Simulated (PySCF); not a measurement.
Rh (rhodium, neutral): UHF calculation

Configuration: [Kr] 4d8 5s1, high-spin 4F determinant. Computed with PySCF 2.14 in x2c-TZVPPall with one added diffuse shell each of s, p, d, f type (9s7p7d3f1g, 95 functions), with scalar relativity by spin-free X2C-1e.

- Total energy: -4781.189398 hartree
- One-electron energy: -6595.7462 hartree
- Hartree (Coulomb) energy: 1952.2308 hartree
- Exchange energy: -137.6739 hartree
- ⟨S²⟩: 3.7534
- ⟨L²⟩: 12.052
- Sum of ⟨r⟩: 32.34 bohr
- Sum of ⟨r²⟩: 51.65 bohr²
- Langevin diamagnetic susceptibility: -40.9 ×10⁻⁶ cm³/mol

| shell | electrons | mean orbital energy (eV) | spread (eV) | rms radius, mean of both spins (bohr) |
| --- | --- | --- | --- | --- |
| 1s α | 1 | -23341.4 | 0 | 0.0374 |
| 1s β | 1 | -23341.3 | 0 | 0.0374 |
| 2s α | 1 | -3465.8 | 0 | 0.154 |
| 2s β | 1 | -3465.2 | 0 | 0.154 |
| 2p α | 3 | -3100.6 | 0 | 0.137 |
| 2p β | 3 | -3100.0 | 0 | 0.137 |
| 3s α | 1 | -654.46 | 0 | 0.415 |
| 3s β | 1 | -654.11 | 0 | 0.415 |
| 3p α | 3 | -531.05 | 0 | 0.419 |
| 3p β | 3 | -530.70 | 0 | 0.419 |
| 3d α | 5 | -333.63 | 0.293 | 0.403 |
| 3d β | 5 | -332.88 | 1.076 | 0.403 |
| 4s α | 1 | -102.67 | 0 | 1.05 |
| 4s β | 1 | -99.309 | 0 | 1.05 |
| 4p α | 3 | -65.744 | 0 | 1.17 |
| 4p β | 3 | -61.610 | 0 | 1.17 |
| 4d α | 5 | -12.371 | 1.107 | 1.72 |
| 4d β | 3 | -10.640 | 0 | 1.72 |
| 5s α | 1 | -6.477 | 0 | 3.79 |

Densities and radii are taken from the X2C orbitals without a picture-change correction, which distorts them close to the nucleus.

Spin-orbit constants ζ (cm⁻¹) from the X2C one-electron operator on these orbitals: bare nucleus, nucleus screened by l(l+1)(2l+1)/3 electrons, and screened by the Breit-Pauli mean field of the electrons.

| shell | bare | screened nucleus | mean field |
| --- | --- | --- | --- |
| 2p | 782000 | 747200 | n/a |
| 3p | 136400 | 130300 | n/a |
| 3d | 19770 | 15380 | n/a |
| 4p | 19500 | 18630 | n/a |
| 4d | 1577 | 1227 | n/a |

To first order the Landé constant is A = -408.9 cm⁻¹, so the lowest level has J = 9/2 and lies 0.228 eV below the centre of the term. This holds in LS coupling only.
